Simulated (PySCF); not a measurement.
# Correlation energy of Ar⁺ (argon, charge +1)

[Ne] 3s2 3p5, 2P determinant. All numbers are calculated (PySCF 2.14, scalar relativity by spin-free X2C-1e, in x2c-TZVPPall with one added diffuse shell each of s, p, d type (6s6p4d1f, 51 functions)). Frozen: [Ne]; 7 electrons correlated.

MP2 pair energies summed by pair of shells (mhartree):

```csv
pair,energy,share (%)
3p-3p,-105.71,63.3
3s-3p,-52.03,31.2
3s-3s,-9.19,5.5
```

Total MP2 correlation energy: -166.92 mhartree.

Same-spin part -38.63 and opposite-spin part -128.29 mhartree; SCS-MP2 scales them by 1/3 and 6/5 to -166.83 mhartree.
